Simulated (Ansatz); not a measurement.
Start from `C[S][GeH]([F])[Cl]` and change one element to get `C[O][GeH]([F])[Cl]`.

Ansatz, PBE0-D4/def2-TZVP geometries, multiplicity 1. Each molecule was computed in one conformer, which needn't be the lowest.

Scalar relativity is left out up to krypton.

| property | `C[S][GeH]([F])[Cl]` |
| --- | --- |
| size of the dipole moment (ωB97M-V/def2-TZVPP) / D | 3.21 |
| HOMO energy (ωB97M-V/def2-TZVPP) / eV | -9.75 |
| LUMO energy (PBE/def2-TZVPP) / eV | -1.76 |
| HOMO energy (B3LYP/def2-TZVPP) / eV | -7.31 |
| HOMO–LUMO gap (ωB97M-V/def2-TZVPP) / eV | 10.84 |
| HOMO–LUMO gap (B3LYP/def2-TZVPP) / eV | 6.19 |

Question: Give the same properties after the change, and the shifts. (Best estimate.)

Answer: Computed: 
```json
{"property": "size of the dipole moment (ωB97M-V/def2-TZVPP) / D", "`C[O][GeH]([F])[Cl]`": "2.79", "shift": "-0.42"}
{"property": "HOMO energy (ωB97M-V/def2-TZVPP) / eV", "`C[O][GeH]([F])[Cl]`": "-11.08", "shift": "-1.33"}
{"property": "LUMO energy (PBE/def2-TZVPP) / eV", "`C[O][GeH]([F])[Cl]`": "-1.37", "shift": "0.39"}
{"property": "HOMO energy (B3LYP/def2-TZVPP) / eV", "`C[O][GeH]([F])[Cl]`": "-8.45", "shift": "-1.14"}
{"property": "HOMO–LUMO gap (ωB97M-V/def2-TZVPP) / eV", "`C[O][GeH]([F])[Cl]`": "12.81", "shift": "1.97"}
{"property": "HOMO–LUMO gap (B3LYP/def2-TZVPP) / eV", "`C[O][GeH]([F])[Cl]`": "7.78", "shift": "1.59"}
```

With PBE0 the HOMO falls by 1.13 eV and the LUMO rises by 0.53 eV, so the gap widens by about 1.66 eV. PBE moves the HOMO by -0.78 eV and ωB97M-V by -1.33 eV. Dipoles are sizes alone; their direction can turn.

Positive LUMOs are unbound, so they and the gaps depend on the basis.

B3LYP here is the variant with VWN-RPA as its local correlation; programs differ in this.
